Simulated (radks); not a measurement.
Question: Radial electron density D(r) = 4 pi r^2 rho(r) of an atom or ion with 13 electrons. Method: non-relativistic Kohn-Sham, exchange-only LDA, spin-polarised, spherical densities, point nucleus; computed with a radial shooting solver on a logarithmic mesh with Libxc functionals.

r (bohr)  D(r) (e/bohr)  spin D(r)
0.008852          1.345    0.00419
0.01014           1.704    0.00530
0.01153           2.117    0.00657
0.0131            2.617    0.00811
0.01489           3.216    0.00995
0.01692           3.925     0.0121
0.01923           4.755     0.0146
0.02204           5.773     0.0177
0.02504           6.858     0.0209
0.02846           8.057     0.0243
0.03235           9.345     0.0279
0.03677           10.68     0.0315
0.04212           12.10     0.0350
0.04788           13.35     0.0378
0.05441           14.42     0.0396
0.06185           15.23     0.0402
0.07029           15.68     0.0394
0.08053           15.69     0.0369
0.09153           15.23     0.0334
0.104             14.37     0.0297
0.1182            13.21     0.0272
0.1344            11.94     0.0281
0.154             10.72     0.0352
0.175             9.944     0.0502
0.1989            9.705     0.0743
0.226             10.07      0.107
0.2569            10.96      0.144
0.292             12.15      0.179
0.3345            13.36      0.204
0.3802            14.07      0.206
0.4321            14.08      0.182
0.4911            13.27      0.134
0.5582            11.69     0.0737
0.6395            9.431     0.0226
0.7268            7.129     0.0162
0.826             5.008     0.0772
0.9388            3.326      0.219
1.067             2.198      0.436
1.222             1.565      0.717
1.389             1.351      0.979
1.579             1.325       1.18
1.795             1.330       1.28
2.04              1.275       1.26
2.337             1.123       1.12
2.656            0.9188      0.918
3.019            0.6992      0.699
3.431            0.5013      0.501
3.9              0.3429      0.343
4.432            0.2253      0.225
5.078            0.1370      0.137
5.771           0.08018     0.0802
6.559           0.04272     0.0427
7.455           0.02014     0.0201
8.473          0.008170    0.00817
9.707          0.002583    0.00258
11.03         0.0007102   0.000710
12.54         0.0001555   0.000156

What is the nuclear charge?

Answer: Z = 14. The innermost maximum, from 1s, lies near 1/Z = 0.0714 bohr (found: 0.0755), and its height grows with Z. The density is that of the silicon ion Si+ in [Ne] 3s1 3p1 3d1; the configuration itself is not fixed sharply by these data, and Z only to about a unit. D(r) has 3 maxima, at r = 0.0755, 0.405, 1.74 bohr, and minima at 0.196, 1.53 bohr, inside which lie 2.19, 10.48 electrons.
